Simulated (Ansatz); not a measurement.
Ideal-gas functions of `[O]=[Ta]([OH])([OH])[OH]` at 298.15 K and 1 bar, from an Ansatz frequency run at PBE0-D4/def2-TZVP.

Molar mass 247.97 g/mol, point group C3v (symmetry number 3), electronic degeneracy 1, moments of inertia 156.32, 156.333, 174.871 u Å². Harmonic wavenumbers (cm⁻¹, unscaled): 66, 179, 179, 199, 243, 243, 307, 308, 334, 334, 387, 696, 696, 728, 1006, 3960, 3960, 3965.

Use S(trans) = R[1.5 ln M + 2.5 ln T − 1.1517]; rotational temperatures θ = 24.2544 K / I; S(rot) = R[ln(√π/σ · √(T³/θAθBθC)) + 1.5]; for each mode x = 1.438777 ν̃/T, S = R[x/(eˣ − 1) − ln(1 − e⁻ˣ)] and H = RT x/(eˣ − 1); 1 cm⁻¹ = 0.0119627 kJ/mol; R = 8.31446 J/(mol·K).

By hand: the entropy, in J/(mol·K).

Translation 177.6. Rotation: θ = 0.1552, 0.1551, 0.1387 K, giving 102.9. Vibration, mode by mode: 17.86, 9.79, 9.79, 8.96, 7.45, 7.45, 5.77, 5.74, 5.19, 5.19, 4.23, 1.30, 1.30, 1.15, 0.38, 0.00, 0.00, 0.00, in all 91.6. Electronic 0.0. Sum 372.1 J/(mol·K).

By hand: H − E and G − E in kJ/mol, counted from the electronic energy.

Zero-point energy ½ × 17790 × 0.0119627 = 106.4; thermal vibration 15.3; translation, rotation and pV give 4 RT = 9.9. H − E = 131.6 kJ/mol, and G − E = 131.6 − 298.15 × 372.1/1000 = 20.7 kJ/mol.

Vibration gives 25 % of the entropy, 17.9 J/(mol·K) of it from the mode under 150 cm⁻¹: soft modes count most, and the harmonic formula is weakest for them. The sum counts one conformer and one mirror image; others add a mixing term.
